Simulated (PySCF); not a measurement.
Te(H)(SH) (H₂STe), SMILES S[TeH]. Geometry: PBE-D3(BJ)/def2-TZVP. The def2 effective core potentials stand for the cores of Te; spin–orbit coupling is left out.

The numbers are results of PBE-D3(BJ)/def2-TZVP in PySCF, not measurements.

Harmonic wavenumbers (cm⁻¹): 348, 367, 628, 753, 2015, 2590. Rotational constants (GHz): 110.9, 3.270, 3.248; symmetry number 1.

Q: Work out the zero-point energy and the ideal-gas rigid-rotor harmonic-oscillator thermochemistry at 298.15 K and 1 atm.

A: ZPE = ½ Σ hcν = ½ × 6701 cm⁻¹ = 40.08 kJ/mol. H − E(el) = 52.48 kJ/mol. Entropy in J/(mol K): translation 172.17, rotation 96.76, vibration 12.22, total 281.15. G − E(el) = -31.35 kJ/mol. Cp = 53.49 J/(mol K).
